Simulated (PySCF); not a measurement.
## Electron correlation in Zr¹⁷⁺ (zirconium, charge +17)

[Ar] 3d5, high-spin 6S determinant. Calculation: PySCF 2.14, in an even-tempered Gaussian basis (17 s from 1.4 bohr⁻², ratio 2.5; 11 p from 1.8 bohr⁻², ratio 2.5; 8 d from 1.8 bohr⁻², ratio 2.5; 4 f from 8.2 bohr⁻², ratio 2.7; 4 g from 12 bohr⁻², ratio 2.7); the non-relativistic Hamiltonian (point nucleus). Frozen: [Ne]; 13 electrons correlated; the 26 highest virtual orbitals of each spin left out.

MP2 pair energies summed by pair of shells (mhartree):

```tsv
pair	energy	share (%)
3p-3d	-219.88	45.7
3p-3p	-105.52	21.9
3d-3d	-71.37	14.8
3s-3p	-43.81	9.1
3s-3d	-35.49	7.4
3s-3s	-5.37	1.1
```

Total MP2 correlation energy: -481.44 mhartree.

At this charge a non-relativistic calculation is a model, useful for the Z dependence of the correlation energy.
